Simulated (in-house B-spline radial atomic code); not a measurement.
Configurations of neutral nickel, with energies counted from [Ar] 3d8 4s2. Method: non-relativistic PBE0, spin-polarised, spherical fractional occupations, point nucleus. Calculated with a B-spline radial code for spherical atoms. Shells without spins written out take the highest spin.

Caution: exact exchange at fractional occupations of open shells leaves self-interaction of up to several eV.

Occupations are held fixed; configurations that lie above the ionisation limit could autoionise.

```tsv
configuration	E - E(ref) (eV)	highest orbital	its <r> (bohr)
[Ar] 3d(5 up, 3 down) 4s(0 up, 1 down) 4p(1 up, 0 down)	4.795	4p up	4.324
[Ar] 3d8 4s1 4f1	7.6361	4f up	18.34
[Ar] 3d(2 up, 5 down) 4s2 4p(0 up, 1 down)	9.3749	4p down	3.58
[Ne] 3s2 3p(2 up, 3 down) 3d(3 up, 5 down) 4s2 4p(0 up, 1 down)	75.272	4p down	3.571
[Ne] 3s2 3p5 3d8 4s2 5s1	77.756	5s up	7.534
[Ne] 3s2 3p5 3d8 4s2 5d1	79.7	5d up	18.72
```

Task: Order these further configurations by energy, lowest first.
A. [Ne] 3s2 3p5 3d8 4s2 4f1
B. [Ar] 3d7 4s2 5p1
C. [Ar] 3d8 4s1 5s1
D. [Ar] 3d7 4s2 5d1
E. [Ar] 3d7 4s2 5f1

Result: C (5.6675 eV), B (12.879 eV), D (13.801 eV), E (14.199 eV), A (79.85 eV).

Task: How far above the reference does [Ar] 3d7 4s2 4f1 lie?

Result: 13.951 eV; its least bound orbital is 4f up with <r> = 18.34 bohr.

Task: How far above the reference does [Ne] 3s2 3p(3 up, 2 down) 3d(3 up, 5 down) 4s2 5s(1 up, 0 down) lie?

Result: 81.284 eV; its least bound orbital is 5s up with <r> = 7.612 bohr.
